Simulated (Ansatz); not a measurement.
BrCuH2O, SMILES `[OH2+][Cu-][Br]`. The species carries charge 0 and has multiplicity 1.

```xyz
5

O     0.227    1.049   -0.018
Cu   -0.440   -0.796   -0.132
Br   -1.163   -2.875   -0.245
H     1.055    1.220   -0.478
H     0.320    1.402    0.872
```

Task: List the harmonic frequencies (cm⁻¹, unscaled) at PBE0-D4/def2-TZVP in Ansatz. (An estimate is asked.)

Result: Ansatz gave: 94, 96, 264, 398, 405, 579, 1628, 3824, 3916.

Task: Is this a minimum?

Result: Yes, all 9 modes are real.

Task: Give the ideal-gas thermochemistry at 298.15 K and 1 bar (rigid rotor, harmonic oscillator; point group Cs, symmetry number 1).

Result: Zero-point energy 67.0 kJ/mol; H(298) − E = 84.1 kJ/mol; entropy 317.7 J/(mol·K), of which translation 172.3, rotation 98.8, vibration 46.6; G(298) − E = -10.6 kJ/mol. Modes under 100 cm⁻¹ are hindered rotations or soft bends, so the harmonic entropy is rough.

Task: And at 400, 500, 600, 800 and 1000 K?

Result: 
```tsv
T (K)	H − E (kJ/mol)	S (J/mol/K)	G − E (kJ/mol)
400	91.9	340.0	-44.1
500	99.9	357.8	-79.0
600	108.1	372.8	-115.6
800	125.1	397.2	-192.7
1000	142.7	416.8	-274.1
```

Task: Rotational constants (cm⁻¹)?

Result: 11.02, 0.04951, 0.04938.
